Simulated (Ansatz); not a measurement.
`F[SiH2]CC[SiH3]`. Total charge 0; spin multiplicity 1. The geometry is a stationary point of PBE0-D4/def2-TZVP. It is one conformer, not always the lowest.

```xyz
14

F     0.590    0.384    2.579
Si   -0.739    0.538    1.692
C    -0.738   -0.778    0.373
C     0.529   -0.867   -0.488
Si    0.845    0.587   -1.639
H    -1.906    0.369    2.593
H    -0.732    1.911    1.129
H    -1.623   -0.604   -0.253
H    -0.918   -1.734    0.879
H     1.413   -0.993    0.147
H     0.487   -1.762   -1.120
H    -0.367    0.856   -2.461
H     1.980    0.269   -2.546
H     1.178    1.824   -0.884
```

(1) What is the dipole moment at PBE/def2-TZVPP? (Estimate.)

(2) And with r2SCAN, B3LYP, ωB97M-V? (Estimate.)

(3) Give the Mulliken charges with PBE, r2SCAN, B3LYP in def2-TZVPP. (Estimate.)

## Answers

(1) The calculation gave: 1.65 D, with components (-0.95, -1.11, -0.77) D in this frame, pointing from negative to positive charge.

(2) Computed: r2SCAN 1.67 D, B3LYP 1.67 D, ωB97M-V 1.66 D.

(3) Computed: 
```csv
atom,PBE,r2SCAN,B3LYP
F1,-0.30,-0.34,-0.34
Si2,0.51,0.60,0.59
C3,-0.24,-0.21,-0.26
C4,-0.21,-0.18,-0.24
Si5,0.19,0.27,0.26
H6,-0.09,-0.10,-0.10
H7,-0.08,-0.09,-0.09
H8,0.09,0.06,0.09
H9,0.10,0.06,0.09
H10,0.10,0.07,0.10
H11,0.10,0.06,0.09
H12,-0.06,-0.08,-0.07
H13,-0.06,-0.07,-0.07
H14,-0.05,-0.07,-0.06
```

B3LYP here is the variant with VWN-RPA as its local correlation; programs differ in this.
